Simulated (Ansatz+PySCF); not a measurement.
Two shapes of singlet BeH₂.

Shape 1:

```xyz
3

H     0.0000    0.0000   -2.6782
Be    0.0000    0.0000    0.0000
H     0.0000    0.0000    2.6782
```

Shape 2:

```xyz
3

H     0.0000    0.0000   -4.0173
Be    0.0000    0.0000    0.0000
H     0.0000    0.0000    4.0173
```

Basis set: cc-pVDZ (spherical functions). All electrons are correlated. Charge 0, multiplicity 1.

Computed with Ansatz (development build ahead of 0.2.0); each method stands on the lowest determinant of its kind that the runs found.

(1) Which shape is lower in energy, and by how much in each method?

Answers

(1)

```json
{"method": "UHF-MP2", "E(2) − E(1) (eV)": "0.145"}
{"method": "RHF-CCSD", "E(2) − E(1) (eV)": "0.156"}
{"method": "UHF-CCSDT(Q)", "E(2) − E(1) (eV)": "0.282"}
{"method": "PBE0 (restricted)", "E(2) − E(1) (eV)": "2.750"}
{"method": "r²SCAN (restricted)", "E(2) − E(1) (eV)": "2.406"}
```

Shape 1 is lower. Caution for UHF-MP2, UHF-CCSDT(Q): bonds are stretched, where a single reference can fail; the unrestricted determinant is a mixture of spin states; the determinant breaks the point group. Caution for RHF-CCSD: large amplitudes, a single reference is doubtful. Caution for RHF-CCSD, PBE0 (restricted), r²SCAN (restricted): an unrestricted determinant lies well below. Caution for PBE0 (restricted), r²SCAN (restricted): charge can spread falsely over distant fragments.
